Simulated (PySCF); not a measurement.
Identify the compound

The spectra below were simulated for a compound C5H14Si3.

$^{1}$H NMR (600 MHz, computed): δ 6.36 (m, 1H), 6.14 (m, 1H), 5.90 (m, 1H), 4.54 (m, 2H), 4.43 (m, 1H), 4.24 (m, 2H), -0.10 (m, 2H), -0.21 (m, 1H), -0.25 (m, 1H), -0.33 (m, 2H).

$^{13}$C{$^{1}$H} NMR (computed): δ 148.1 (CH), 140.5 (CH2), -6.4 (CH2), -7.9 (CH2).

How the numbers were obtained: B3LYP/pcSseg-1 with gauge-including orbitals, PBE0-D3(BJ)/def2-SVP structure, in PySCF 2.14.0 with density-fitted response routines (one conformer, rapidly exchanging positions averaged, non-relativistic, in vacuum).

References, each an isolated molecule treated in the same way: $^{1}$H (σref 31.38) and $^{13}$C (σref 179.24) vs TMS.

Which of these isomers gave the spectra?
A. C=CC1[SiH2]C[SiH2]C[SiH2]1
B. C=C[Si]([SiH3])([SiH3])C1CC1
C. C=C[SiH]1C[SiH2]C[SiH2]C1

Results:

C. 

- Rings plus π bonds: 2 (1 ring in the answer).
- 4 carbon signals for 5 carbons: some carbons are equivalent by symmetry or fast rotation.
- Carbon types of the structure: 1 × CH, 4 × CH2, leaving 5 H on heteroatoms.
- δC 148.1: alkene CH; as expected for a trigonal carbon in a double bond.
- δC 140.5: terminal =CH2 carbon; as expected for a trigonal carbon in a double bond.
- δC -6.4, -7.9: sp3 CH2 bonded to 2 Si; an electropositive neighbour leaves it electron-rich and shielded.
- δH 6.14, 5.90: hydrogen on a terminal =CH2 carbon; attached to an sp2 carbon and in the plane of the double bond.
- δH -0.10, -0.21, -0.25, -0.33: hydrogen on an sp3 CH2 bonded to 2 Si; an electropositive neighbour shields it, as in TMS itself.

The others: C=C[Si]([SiH3])([SiH3])C1CC1 would give 7 signals for carbon-bound and other non-exchanging H, not 10; C=CC1[SiH2]C[SiH2]C[SiH2]1 has carbons computed at 144.5, 119.4, 21.3, -10.8, with a different DEPT pattern.

Shifts are as computed. Against solution values, carbons near 30 ppm lie about +2 ppm off and those near 130 ppm about +6 ppm. Of 1211 compounds with measured shifts, 218 miss one by over three times the rms of a fit or turn the order of signals round; such compounds aren't used in these exercises. No couplings were computed; multiplicities are counted from neighbouring protons, with m where these are inequivalent, close in shift, in a saturated or five-membered ring or joined by F or P, and br s for small geminal =CH2 splittings.
